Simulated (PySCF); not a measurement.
C6H12Si, singlet, geometry from GFN2-xTB, with bond 8-1 at 2.4 times its length; CASSCF(6,4)/STO-3G (PySCF).

Input for PySCF:
```python
from pyscf import gto, scf, mcscf
import numpy

mol = gto.M(
    atom='''
Si   -0.06658475    0.58313141   -0.80760391
C     1.17396917   -0.73600770   -0.19499864
C     2.57441986   -0.26488611   -0.35794603
C     3.35914092    0.12067674    0.63205499
C    -1.84786149   -0.10496326   -0.67028357
C    -2.17257101   -0.51220878    0.72263272
C    -2.91343726    0.19270579    1.55897356
H     0.24114227    3.48476328    1.15875982
H     0.20003811    0.89885849   -2.21794838
H     0.98139337   -0.96146998    0.85469636
H     1.03218202   -1.65718244   -0.76393678
H     2.93273657   -0.22508839   -1.37857112
H     4.36261666    0.47262553    0.46445823
H     3.02750997    0.09559642    1.65743935
H    -1.95794574   -0.96129094   -1.33720135
H    -2.54413702    0.66359406   -1.00427656
H    -1.73518986   -1.44794761    1.04754131
H    -3.10895913   -0.13310440    2.56633864
H    -3.36165463    1.12752451    1.26360269
''',
    basis='sto-3g',
    verbose=4,
)

mf = scf.RHF(mol)
mf.kernel()
mc = mcscf.CASSCF(mf, 4, 6)
mc.fix_spin_(ss=0.0)
mc.kernel()
occ = numpy.linalg.eigvalsh(mc.fcisolver.make_rdm1(mc.ci, mc.ncas, mc.nelecas))[::-1]
ss = mc.fcisolver.spin_square(mc.ci, mc.ncas, mc.nelecas)[0]
print('natural occupations', occ.round(4), ' <S^2>', round(ss, 4))
```

Output, abridged:

```
PySCF version 2.14.0

[INPUT] verbose = 4
[INPUT] num. atoms = 19
[INPUT] num. electrons = 62
[INPUT] charge = 0
[INPUT] spin (= nelec alpha-beta = 2S) = 0
[INPUT] symmetry False subgroup None
[INPUT] Mole.unit = angstrom
[INPUT] Symbol           X                Y                Z      unit          X                Y                Z       unit  Magmom
[...]
nuclear repulsion = 333.564954416716
number of shells = 35
number of NR pGTOs = 153
number of NR cGTOs = 51
basis = sto-3g
ecp = {}

******** <class 'pyscf.scf.hf.RHF'> ********
method = RHF
initial guess = minao
damping factor = 0
level_shift factor = 0
DIIS = <class 'pyscf.scf.diis.CDIIS'>
diis_start_cycle = 1
diis_space = 8
diis_damp = 0
SCF conv_tol = 1e-09
SCF conv_tol_grad = None
SCF max_cycles = 50
direct_scf = True
direct_scf_tol = 1e-13
Set gradient conv threshold to 3.16228e-05
Initial guess from minao.
init E= -517.68807367932
[...]
cycle= 1 E= -516.427216549864  delta_E= 1.26  |g|= 0.372  |ddm|= 5.23
[...]
cycle= 2 E= -516.283955406636  delta_E= 0.143  |g|= 0.498  |ddm|= 2.97
[...]
cycle= 3 E= -516.592294550518  delta_E= -0.308  |g|= 0.12  |ddm|= 2.22
[...]
cycle= 4 E= -516.603367558333  delta_E= -0.0111  |g|= 0.0482  |ddm|= 0.262
[...]
cycle= 5 E= -516.604778021634  delta_E= -0.00141  |g|= 0.0202  |ddm|= 0.0782
[...]
cycle= 6 E= -516.605083199163  delta_E= -0.000305  |g|= 0.0048  |ddm|= 0.0457
[...]
cycle= 7 E= -516.605099791714  delta_E= -1.66e-05  |g|= 0.000227  |ddm|= 0.0129
[...]
cycle= 8 E= -516.605099828213  delta_E= -3.65e-08  |g|= 8.38e-05  |ddm|= 0.000656
[...]
cycle= 9 E= -516.605099832306  delta_E= -4.09e-09  |g|= 2.7e-05  |ddm|= 0.000171
[...]
cycle= 10 E= -516.605099832821  delta_E= -5.15e-10  |g|= 6.2e-06  |ddm|= 7.63e-05
[...]
Extra cycle  E= -516.605099832835  delta_E= -1.48e-11  |g|= 3.07e-06  |ddm|= 1.43e-05
converged SCF energy = -516.605099832835

******** <class 'pyscf.mcscf.mc1step.CASSCF'> ********
CAS (3e+3e, 4o), ncore = 28, nvir = 19
max_cycle_macro = 50
max_cycle_micro = 4
conv_tol = 1e-07
conv_tol_grad = None
orbital rotation max_stepsize = 0.02
orbital rotation threshold for CI restart = 0.01
augmented hessian ah_max_cycle = 30
augmented hessian ah_conv_tol = 1e-12
augmented hessian ah_linear dependence = 1e-14
augmented hessian ah_level shift = 1e-08
augmented hessian ah_start_tol = 2.5
augmented hessian ah_start_cycle = 3
augmented hessian ah_grad_trust_region = 3
kf_trust_region = 3
kf_interval = 4
ci_response_space = 4
ci_grad_trust_region = 3
[...]
CASCI E = -516.791907550692  S^2 = 0.0000000
[...]
macro iter   9 (  7 JK    2 micro), CASSCF E = -516.796997700082  dE = -6.12743406e-07  S^2 = 0.0000000
               |grad[o]|=0.00122  |grad[c]|=0.00239  |ddm|=0.00088  |maxRot[o]|=0.0699
macro iter  10 (  7 JK    2 micro), CASSCF E = -516.796998331417  dE = -6.31334842e-07  S^2 = 0.0000000
               |grad[o]|=0.00112  |grad[c]|=0.00193  |ddm|=0.000941  |maxRot[o]|=0.0699
macro iter  11 (  7 JK    2 micro), CASSCF E = -516.796998974130  dE = -6.42712735e-07  S^2 = 0.0000000
               |grad[o]|=0.001  |grad[c]|=0.00166  |ddm|=0.000936  |maxRot[o]|=0.0699
macro iter  12 (  7 JK    2 micro), CASSCF E = -516.796999604040  dE = -6.29910232e-07  S^2 = 0.0000000
               |grad[o]|=0.000896  |grad[c]|=0.00153  |ddm|=0.000901  |maxRot[o]|=0.0699
macro iter  13 (  7 JK    2 micro), CASSCF E = -516.797000230805  dE = -6.26764518e-07  S^2 = 0.0000000
               |grad[o]|=0.00079  |grad[c]|=0.00161  |ddm|=0.001  |maxRot[o]|=0.0699
macro iter  14 (  7 JK    2 micro), CASSCF E = -516.797000841034  dE = -6.10229563e-07  S^2 = 0.0000000
               |grad[o]|=0.000692  |grad[c]|=0.00205  |ddm|=0.00105  |maxRot[o]|=0.0699
macro iter  15 (  7 JK    2 micro), CASSCF E = -516.797001457466  dE = -6.16431635e-07  S^2 = 0.0000000
               |grad[o]|=0.000586  |grad[c]|=0.00378  |ddm|=0.00133  |maxRot[o]|=0.0699
macro iter  16 (  7 JK    2 micro), CASSCF E = -516.797001948178  dE = -4.90711841e-07  S^2 = 0.0000000
               |grad[o]|=0.000507  |grad[c]|=0.00937  |ddm|=0.00148  |maxRot[o]|=0.0659
macro iter  17 (  5 JK    2 micro), CASSCF E = -516.797002033630  dE = -8.54522568e-08  S^2 = 0.0000000
               |grad[o]|=0.000184  |grad[c]|=0.002  |ddm|=0.000224  |maxRot[o]|= 0.03
macro iter  18 (  6 JK    1 micro), CASSCF E = -516.797002065671  dE = -3.20408162e-08  S^2 = 0.0000000
               |grad[o]|=0.0001  |grad[c]|=0.00122  |ddm|=6.26e-05  |maxRot[o]|=0.0207
macro iter  19 (  6 JK    1 micro), CASSCF E = -516.797002081907  dE = -1.62364131e-08  S^2 = 0.0000000
               |grad[o]|=6.99e-05  |grad[c]|=0.000133  |ddm|=1.05e-05  |maxRot[o]|=0.00715
1-step CASSCF converged in  19 macro (147 JK  40 micro) steps
CASSCF canonicalization
Density matrix diagonal elements [1.99584807 1.99998838 1.14077489 0.86338865]
CASSCF energy = -516.797002081907
CASCI E = -516.797002081907  E(CI) = -6.46951289531705  S^2 = 0.0000000
natural occupations [2.     2.     1.1397 0.8604]  <S^2> 0.0
```
